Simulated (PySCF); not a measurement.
From one molecule to another.

First species: chlorocyclopropane, C₃H₅Cl.
SMILES: `ClC1CC1`

Second species: C4H10OSSi.
SMILES: `C=CCOCS[SiH3]`

Levels: CAM-B3LYP/def2-SVPD for dipole moment, HOMO energy, LUMO energy, HOMO–LUMO gap, static isotropic polarisability and electronic spatial extent ⟨r²⟩ about the centre of nuclear charge; TDDFT CAM-B3LYP/def2-SVPD for lowest singlet excitation; TDA CAM-B3LYP/def2-SVPD for lowest triplet excitation (Tamm–Dancoff); GFN2-xTB for rotational constant A and rotational constant C. Geometries: GFN2-xTB. Each structure is a single optimised conformer of the isolated species, non-relativistic unless stated; the electronic structure was computed with PySCF and density fitting.

Dipoles, sizes and rotational constants follow the conformer. The torsions of the flexible species, by atom-mapped SMILES:
- `[CH2:1]=[CH:2][CH2:3][O:4][CH2:5][S:6][SiH3:7]`: C1–C2–C3–O4 138°, C2–C3–O4–C5 177°, C3–O4–C5–S6 -169°, O4–C5–S6–Si7 24°

| property | column X | column Y |
| --- | --- | --- |
| dipole moment | 2.05 D | 2.96 D |
| HOMO energy | -9.24 eV | -8.05 eV |
| LUMO energy | 1.52 eV | 0.93 eV |
| HOMO–LUMO gap | 10.76 eV | 8.98 eV |
| lowest singlet excitation | 6.98 eV | 5.54 eV |
| lowest triplet excitation (Tamm–Dancoff) | 6.33 eV | 4.47 eV |
| static isotropic polarisability | 48.2 au | 101.9 au |
| electronic spatial extent ⟨r²⟩ about the centre of nuclear charge | 375 bohr² | 1565 bohr² |
| rotational constant A | 16.776 GHz | 3.604 GHz |
| rotational constant C | 3.632 GHz | 0.725 GHz |

(1) Which column belongs to which species?

(2) How does each property change from the first species to the second?

Results:

(1) Column X is the first species and column Y the second. The first has 9 atoms and 40 electrons, the second 17 and 72.

(2) dipole moment +0.91 D; HOMO energy +1.19 eV; LUMO energy -0.59 eV; HOMO–LUMO gap -1.78 eV; lowest singlet excitation -1.44 eV; lowest triplet excitation (Tamm–Dancoff) -1.86 eV; static isotropic polarisability +53.7 au; electronic spatial extent ⟨r²⟩ about the centre of nuclear charge +1190 bohr²; rotational constant A -13.172 GHz; rotational constant C -2.907 GHz.

On the first: The principal polarisabilities are 42.4, 45.3 and 56.9 au; their mean is the isotropic value.

On the second: The polarisability is 15.09 Å³ as a volume (1 au = 0.148185 Å³), or 1.41 au for each of the 72 electrons. S1 lies 3.44 eV below the HOMO–LUMO gap; its leading configuration is HOMO→LUMO+1, weight 0.56.
